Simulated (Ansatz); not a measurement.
Reaction (formal exchange of groups at the Si–C bond): `O[SiH2]SC[SiH3]` + `B[SiH2]C` → `B[SiH2]C[SiH3]` + `CS[SiH2]O`

Calculated with Ansatz (gas phase, PBE0-D4/def2-TZVP geometries, no zero-point term in ΔE). CBS: MP2 limit from def2 TZ/QZ plus the TZ coupled-cluster correction, frozen cores. DFT in def2-TZVPP. B3LYP here is the variant with VWN-RPA as its local correlation; programs differ in this. Each species was taken in one conformer, which may not be the lowest.

Task: Is it downhill or uphill in electronic energy at CCSD(T)/CBS, and by how much? (Best estimate.)

Result: The calculation gave: Downhill: ΔE = -3.5 kcal/mol.

Task: What do these levels give: PBE-D4, PBE0-D4, B3LYP-D4, ωB97M-V, r2SCAN, B3LYP, HF/def2-TZVPP, MP2/def2-TZVPP, MP2/def2-QZVPP, HF/CBS(def2), MP2/CBS(def2), CCSD/CBS(def2)? (Best estimate.)

Result: Ansatz gave: PBE-D4 -3.4, PBE0-D4 -3.7, B3LYP-D4 -3.3, ωB97M-V -3.6, r2SCAN -3.9, B3LYP -4.1, HF/def2-TZVPP -4.9, MP2/def2-TZVPP -3.7, MP2/def2-QZVPP -3.6, HF/CBS(def2) -4.9, MP2/CBS(def2) -3.5, CCSD/CBS(def2) -3.7 kcal/mol.

Largest T1 diagnostic among the species: 0.012.

The D4 term adds +0.8 kcal/mol with B3LYP and +0.4 kcal/mol with PBE0; it sums over pairs of atoms, weighted by their polarisabilities, and B3LYP, whose exchange is more repulsive, gets the larger term. In def2-TZVPP, CCSD(T) changes the Hartree–Fock value by +1.1 kcal/mol (the triples alone add +0.2 kcal/mol) and MP2 by +1.2 kcal/mol.
